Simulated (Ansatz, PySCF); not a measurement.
C3H7BFN, SMILES CB(/C=C\F)N. Atoms are numbered in the order given.

```xyz
13

C     -2.1976    -1.0484    -0.2043
B     -0.8917    -0.1742     0.0190
N     -0.9641     1.0750     0.6511
C      0.4988    -0.7369    -0.4853
C      1.6877    -0.1458    -0.3853
F      1.8563     1.0635     0.1863
H     -2.0862    -2.0324     0.2841
H     -2.3388    -1.2555    -1.2796
H     -3.1203    -0.5816     0.1767
H     -0.1533     1.6591     0.8100
H     -1.8370     1.4633     0.9849
H      0.5347    -1.7164    -0.9763
H      2.6470    -0.5428    -0.7376
```

Geometry: ωB97X-D3(BJ)/def2-SVP. The structure was generated by enumeration; whether it is a known compound was not checked. Other conformers were not sampled.

Two levels are set side by side: PBE-D3(BJ)/def2-SVP (Ansatz, a quantum-chemistry and plane-wave program) and ωB97X-D3(BJ)/def2-SVP (PySCF). Each level has its own optimised geometry; the coordinates shown are those of the second. Frequencies come from the Hessian of PySCF at each geometry. Differences are taken from unrounded values.

```csv
quantity,ωB97X-D3(BJ)
mean bond length (Å),1.232
bond C1–B2 (Å),1.587
bond B2–N3 (Å),1.402
bond B2–C4 (Å),1.582
bond C4–C5 (Å),1.332
bond C5–F6 (Å),1.348
bond C1–H7 (Å),1.104
bond C1–H8 (Å),1.104
bond C1–H9 (Å),1.102
bond N3–H10 (Å),1.012
bond N3–H11 (Å),1.012
bond C4–H12 (Å),1.096
bond C5–H13 (Å),1.096
highest harmonic wavenumber (cm⁻¹),3750
mean harmonic wavenumber (cm⁻¹),1394
zero-point energy (kcal/mol),65.77
```

Question: What does PBE-D3(BJ) give, and how far is it from ωB97X-D3(BJ)? (The exact figures need the calculation; the answer reports its results.)

Answer: 
```
quantity                            PBE-D3(BJ)  PBE-D3(BJ) minus ωB97X-D3(BJ)
----------------------------------  ----------  -----------------------------
mean bond length (Å)                     1.238                          0.006
bond C1–B2 (Å)                           1.587                         -0.001
bond B2–N3 (Å)                           1.407                          0.005
bond B2–C4 (Å)                           1.576                         -0.006
bond C4–C5 (Å)                           1.344                          0.012
bond C5–F6 (Å)                           1.357                          0.008
bond C1–H7 (Å)                           1.112                          0.008
bond C1–H8 (Å)                           1.112                          0.008
bond C1–H9 (Å)                           1.109                          0.007
bond N3–H10 (Å)                          1.020                          0.008
bond N3–H11 (Å)                          1.020                          0.008
bond C4–H12 (Å)                          1.104                          0.008
bond C5–H13 (Å)                          1.104                          0.008
highest harmonic wavenumber (cm⁻¹)        3620                           -130
mean harmonic wavenumber (cm⁻¹)           1342                            -52
zero-point energy (kcal/mol)             63.30                          -2.47
```

Exact exchange shortens and stiffens bonds; PBE has none. Differences between two approximate levels are no errors against the true value.
